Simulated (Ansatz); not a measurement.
## Ansatz (development build ahead of 0.2.0) run

```yaml
crystal:
  periodic: [false, false, false]
  atoms:
    - { symbol: Ti, position_ang: [0.0, 0.0, 0.0] }
    - { symbol: Br, position_ang: [0.0, 0.0, 2.25] }
basis:
  gaussian: { orbitals: pcseg-2 }
magnetization:
  spin_polarized: true
  initial_magnetization: 3
hamiltonian:
  xc: pbe0
```

The input is written out in the form of the current development build from the run's settings.

The run gave:

```
Converged                       : yes
Total energy                    : -3423.16416 hartree
Spin squared of the determinant : 3.757
Stability test                  : minimum
```

Caution: other spin multiplicities were not run.
